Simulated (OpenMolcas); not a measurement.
# Ionisation energies of carbon

```
Program             : OpenMolcas
Basis               : ANO-RCC [8s8p4d3f2g]
Scalar Hamiltonian  : DKH2, point nucleus
Spin-orbit coupling : state interaction with AMFI integrals over the reference wave functions, term energies averaged over their components
```

Active shells in each charge state: the valence s, p shells, with orbitals averaged over the low states. Where CASPT2's correlated closed shells are named, they are those of the first ion.

A. CASSCF
B. SS-CASPT2, IPEA 0.25 Eh, imaginary shift 0.1 Eh (closed shells correlated: 1s)
C. SS-CASPT2, IPEA 0.25 Eh, imaginary shift 0.1 Eh (closed shells correlated: none)
D. SS-CASPT2, IPEA 0 Eh, imaginary shift 0.1 Eh (closed shells correlated: 1s)

Energies in eV between the lowest computed levels, named as in B; reference values from the NIST Atomic Spectra Database with their kind.

```csv
From,To,A,B,C,D,Spin-orbit share in B,Reference
C 2s2 2p2 3P0,C+ 2s2 2p 2P* 1/2,10.138,11.063,11.031,11.165,-0.001,11.260 (measured)
C+ 2s2 2p 2P* 1/2,C2+ 2s2 1S0,23.195,24.165,24.106,24.249,+0.005,24.383 (measured)
C2+ 2s2 1S0,C3+ 2s 2S 1/2,47.770,47.858,47.838,47.859,+0.000,47.888 (measured)
C3+ 2s 2S 1/2,C4+ 1s2 1S0,64.378,64.475,64.378,64.476,+0.000,64.494 (measured)
```

Steps that some method lacks are left out, and so are those with a state whose active s or d shell is doubly occupied in every root (s and p with five to eight electrons, d10) over a frozen core shell of the same l, since the two then mix freely.

Error against the reference values, in %:

```tsv
From	Reference	A	B	C	D
C	measured	-10.0	-1.7	-2.0	-0.8
C+	measured	-4.9	-0.9	-1.1	-0.5
C2+	measured	-0.2	-0.1	-0.1	-0.1
C3+	measured	-0.2	0	-0.2	0
```

Mean absolute error over the 4 measured values: A 0.64 eV, B 0.12 eV, C 0.17 eV, D 0.07 eV. D lies closest.

* marks odd parity.
